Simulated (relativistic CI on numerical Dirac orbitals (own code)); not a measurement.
What each ingredient does to the levels of Se10+

Base calculation: Dirac-Coulomb-Breit CI, separate exchange-only KLI orbitals for each configuration, model QED (radiative potential, 1s self-energy scaled to tabulated hydrogen-like ionisation energies), unscaled Slater integrals.

Configurations in the expansion (outside the closed core [Ne]): 3s²3p⁶3d⁶, 3s²3p⁵3d⁷, 3s²3p⁴3d⁸, 3s3p⁶3d⁷, 3s²3p⁶3d⁵4s, 3s²3p⁶3d⁵4p, 3p⁶3d⁸, 3s²3p⁶3d⁵4d, 3s²3p⁶3d⁴4s², 3s²3p⁶3d⁴4s4p, 3s²3p⁶3d⁵4f, 3s²3p⁶3d⁵5s, 3s²3p⁶3d⁴4p², 3s3p⁵3d⁸, 3s²3p⁶3d⁵5p, 3s²3p⁶3d⁴4s4d, 3s²3p⁵3d⁶4s, 3s²3p⁶3d⁵5d, 3s²3p⁶3d⁴4p4d, 3s²3p⁶3d⁵5f, 3s²3p⁵3d⁶4p, 3s²3p⁶3d⁵5g, 3s²3p⁶3d⁵6s, 3s²3p⁴3d⁷4s, 3s²3p⁶3d⁵6p, 3s²3p⁵3d⁵4s², 3s²3p⁶3d⁵6d, 3s3p⁶3d⁶4s, 3s3p⁵3d⁷4s, 3s3p⁶3d⁵4s², 3s3p⁶3d⁶4p, 3p⁶3d⁷4s, 3s3p⁶3d⁶5s, 3s3p⁶3d⁶6s. Levels of other configurations are missing.

Variants: (1) valence Slater integrals scaled by 0.9; (2) Breit term removed; (3) only the first configuration. Shifts of the energy above 3s²3p⁶3d⁶ ⁵D4, in cm⁻¹, for the lowest level and the first level of each name with at least 55 % of one term (blank where a level changes its place among those of its configuration and J or its character, or is not in the variant):

```tsv
Level	Base	Δ(1)	Δ(2)	Δ(3)
3s²3p⁶3d⁶ ⁵D4	0.0	0.0	0.0	0.0
3s²3p⁶3d⁶ ⁵D3	3877.5	+33.8	+47.8	-28.0
3s²3p⁶3d⁶ ⁵D2	6059.9	-19.5	+26.3	+77.9
3s²3p⁶3d⁶ ⁵D1	7512.1	-22.6	+21.3	+114.3
3s²3p⁶3d⁶ ⁵D0	8196.5	-31.3	+17.6	+141.4
3s²3p⁶3d⁶ ³P2	43683.7	-3580.9	-288.3	+7701.6
3s²3p⁶3d⁶ ³H6	50966.4	-5040.6	+611.3	-3031.3
3s²3p⁶3d⁶ ³H5	52076.9	-5109.4	+277.5	-2638.2
3s²3p⁶3d⁶ ³F3	53719.3	-4632.4	+24.5	+2983.0
3s²3p⁶3d⁶ ³P1	54513.5	-3564.7	+220.6	+7583.8
3s²3p⁶3d⁶ ³F2	55019.9	-4625.9	+39.7	+3442.7
3s²3p⁶3d⁶ ³H4	55090.4	-4807.0	+258.2	
3s²3p⁶3d⁶ ³P0	56448.4	-3919.1	+214.6	+7763.4
3s²3p⁶3d⁶ ³G5	62736.8	-5588.2	+599.8	-702.4
```

At this charge energies of transitions that change n are usually good to better than 1 %, and those within a shell (Δn = 0) to a few per cent. Terms inside the open d or f shell come out 10 to 20 % too wide with unscaled integrals.

Ionisation energy from the two ground configurations alone: base 291.325 eV; valence Slater integrals scaled by 0.9 291.964 eV. The NIST ASD value (theoretical) is 291 eV.

LS names give the leading component of a level, which can be under half, so a name can repeat, a term be missing and a line seem to break the LS rules.
